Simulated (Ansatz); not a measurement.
Bond stretch in OLi (cation, charge +1), lowest triplet found (which spin is the ground state isn't settled by this scan).

Calculation: Ansatz (a program for electronic structure) with full CI/aug-cc-pVDZ, frozen core.

Problem. Relative to R = 2.08 Å, what are the energies at R = 1.77, 3.45, 4.81, 5.64 Å?

Solution. 0.265 eV at 1.77 Å, 0.332 eV at 3.45 Å, 0.444 eV at 4.81 Å, 0.465 eV at 5.64 Å.
